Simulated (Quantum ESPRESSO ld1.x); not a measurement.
Task: The mean radii <r> (bohr) of the occupied orbitals of an atom or ion are listed with their occupations. Method: scalar-relativistic Kohn-Sham, HCTH/120, spin-unpolarised, spherical densities, point nucleus; computed with ld1.x of Quantum ESPRESSO 7.5.

orbital  occ.      <r>
1s          2  0.06963
2s          2   0.3244
2p          6   0.2893
3s          2    1.005
3p          6    1.082
3d          2    1.589
4s          2    3.538

Name the element and its charge.

Result: Z = 22, titanium, charge 0: Ti in [Ar] 3d2 4s2. The 1s radius gives Z: for a bare nucleus <r> = (2 gamma + 1)/(2Z) with gamma = sqrt(1 - (Z/c)^2), 0.06759 bohr for Z = 22, and screening makes it slightly larger (0.06963 here). The occupations add up to 22, and the charge is Z minus that.
